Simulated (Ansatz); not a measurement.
Total energies of `Cl[CH2][SnH3]`.

```json
{"atom": "Cl1", "x (Å)": "-0.2290", "y (Å)": "0.6679", "z (Å)": "2.2401"}
{"atom": "C2", "x (Å)": "-0.1884", "y (Å)": "-0.5530", "z (Å)": "0.9431"}
{"atom": "Sn3", "x (Å)": "0.1729", "y (Å)": "0.3814", "z (Å)": "-0.9681"}
{"atom": "H4", "x (Å)": "-1.1454", "y (Å)": "-1.0720", "z (Å)": "0.9484"}
{"atom": "H5", "x (Å)": "0.5995", "y (Å)": "-1.2645", "z (Å)": "1.1841"}
{"atom": "H6", "x (Å)": "-1.0849", "y (Å)": "1.4889", "z (Å)": "-1.2707"}
{"atom": "H7", "x (Å)": "0.1994", "y (Å)": "-0.8279", "z (Å)": "-2.1766"}
{"atom": "H8", "x (Å)": "1.6759", "y (Å)": "1.1792", "z (Å)": "-0.9003"}
```

The species carries charge 0 and has multiplicity 1. Correlated methods include outer-core shells of Sn, which these sets cover unevenly. Sn takes the def2 core potential. The geometry is a stationary point of PBE0-D4/def2-TZVP. Basis def2-TZVPP, Ansatz 0.2.0.

RPA on PBE orbitals: Hartree–Fock energy of these orbitals -713.57893 Eh, correlation -1.12807 Eh (frozen core).

```tsv
functional	energy without D4 (Eh)	D4 term (kJ/mol)
LDA (SPW92)	-713.37749	–
PBE	-715.35359	-15.6
revPBE	-715.55813	-43.4
BLYP	-715.51939	-34.0
r2SCAN	-715.63179	-3.6
B97M-V	-715.49635	–
PBE0	-715.41144	-13.2
B3LYP	-715.70386	-25.5
r2SCANh	-715.61778	-3.9
r2SCAN0	-715.59770	-4.3
HSE06 (plane-wave form)	-715.39896	-12.4
BHLYP	-715.50909	-21.4
CAM-B3LYP	-715.58167	-13.6
LC-ωPBE	-715.50112	–
ωB97X-V	-715.51396	–
ωB97M-V	-715.50400	–
B2PLYP	-715.22614	–
PBE-QIDH	-715.12789	–
```

B3LYP takes the VWN-RPA correlation (the form of Gaussian; ORCA's B3LYP/G). HSE06 is the plane-wave form, built on full-range PBE exchange. The double hybrids freeze the cores in their second-order part.

LC-ωPBE has ω = 0.4 bohr⁻¹.
